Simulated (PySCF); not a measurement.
# Unknown compound

Molecular formula: C5H13PSi. Simulated spectra:

$^{1}$H NMR (400 MHz, computed): δ 8.09 (m, 1H), 8.02 (m, 1H), 1.70 (m, 2H), 0.08 (s, 9H).

$^{13}$C{$^{1}$H} NMR (computed): δ 181.1 (CH2), 31.7 (CH2), -1.1 (CH3, 3C).

[PySCF: PBE0/pcSseg-1 with gauge-including orbitals; coordinates at the GFN2-xTB level; relativity neglected; isolated molecule; rapidly exchanging positions averaged; one conformer]

Chemical shifts δ = σref − σ; $^{1}$H (σ = 31.72 ppm) and $^{13}$C (σ = 186.93 ppm) against TMS, all at this level.

Which of these isomers gave the spectra?
A. CP1CC[SiH2]CC1
B. C[SiH]1CCPCC1
C. C=PC[Si](C)(C)C

Results:

C. 

1. 3 carbon signals for 5 carbons: some carbons are equivalent by symmetry or fast rotation.
2. Carbon types of the structure: 2 × CH2, 3 × CH3, which accounts for all hydrogens.
3. δC 181.1: carbon double-bonded to a heavier main-group atom.
4. δC 31.7: sp3 CH2 bonded to P and Si.
5. δC -1.1: methyl carbon bonded to Si; an electropositive neighbour leaves it electron-rich and shielded.
6. δH 1.70: hydrogen on an sp3 CH2 bonded to P and Si.
7. δH 0.08: hydrogen on a methyl carbon bonded to Si; an electropositive neighbour shields it, as in TMS itself.

The others: CP1CC[SiH2]CC1 has carbons computed at 33.4, 17.9, 8.6, with a different DEPT pattern; C[SiH]1CCPCC1 would give 7 signals for carbon-bound and other non-exchanging H, not 4.

Splittings by $^{31}$P in the carbon and heteronuclear signals aren't shown, as no couplings were computed. Shifts are as computed. Against solution values, carbons near 30 ppm lie about +3 ppm off and those near 130 ppm about +5 ppm. Of 1211 compounds with measured shifts, 218 miss one by over three times the rms of a fit or turn the order of signals round; such compounds aren't used in these exercises. Multiplicities follow the n + 1 count of equivalent neighbours, as no J values were calculated; m marks all less simple cases, F and P coupling included.
